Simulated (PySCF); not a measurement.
C4H13AsGe.
SMILES: `CC(C)(C)[AsH][GeH3]`

Jobs on this species (19 atoms, 102 electrons) with PySCF (density fitting). Hardware of each: one thread, x86-64 server, no GPU, shared host. Other jobs ran on the host; a repeat could differ by tens of per cent or more.

| level and settings | work | basis functions | SCF cycles | wall time |
| --- | --- | --- | --- | --- |
| PBE0/def2-SVPD | 10 singlets by full TDDFT, 4 Tamm–Dancoff triplets, polarisability, ΔSCF ions | 260 | ? | ? |
| B3LYP/def2-SVPD | 10 singlets by full TDDFT, 4 Tamm–Dancoff triplets, polarisability, ΔSCF ions | 260 | ? | ? |
| LDA/def2-SVPD | 10 singlets by full TDDFT, 4 Tamm–Dancoff triplets, polarisability, ΔSCF ions | 260 | ? | ? |
| PBE/def2-SVPD | 10 singlets by full TDDFT, 4 Tamm–Dancoff triplets, polarisability, ΔSCF ions | 260 | 12 | 3.6 min |
| BHandHLYP/def2-SVPD | 10 singlets by full TDDFT, 4 Tamm–Dancoff triplets, polarisability, ΔSCF ions | 260 | 10 | 3.2 min |
| PBE0-D3(BJ)/def2-SVP, grid level 1 | geometry optimisation from a GFN2-xTB start | 185 | 28 | 79 s |
| HF/def2-SVPD | 10 singlets by TDHF, 4 Tamm–Dancoff triplets, polarisability, ΔSCF ions | 260 | 10 | 51 s |

**Question.** Fill in the missing figures.

**Answer.** 
- PBE0/def2-SVPD; 10 singlets by full TDDFT, 4 Tamm–Dancoff triplets, polarisability, ΔSCF ions: 3.3 min, 11 SCF cycles
- B3LYP/def2-SVPD; 10 singlets by full TDDFT, 4 Tamm–Dancoff triplets, polarisability, ΔSCF ions: 4.1 min, 11 SCF cycles
- LDA/def2-SVPD; 10 singlets by full TDDFT, 4 Tamm–Dancoff triplets, polarisability, ΔSCF ions: 2.3 min, 12 SCF cycles

**Question.** What do all jobs in the table cost together?

**Answer.** About 19 min; the longest takes about 22 % of that, and about 4.8 times as long as the shortest.
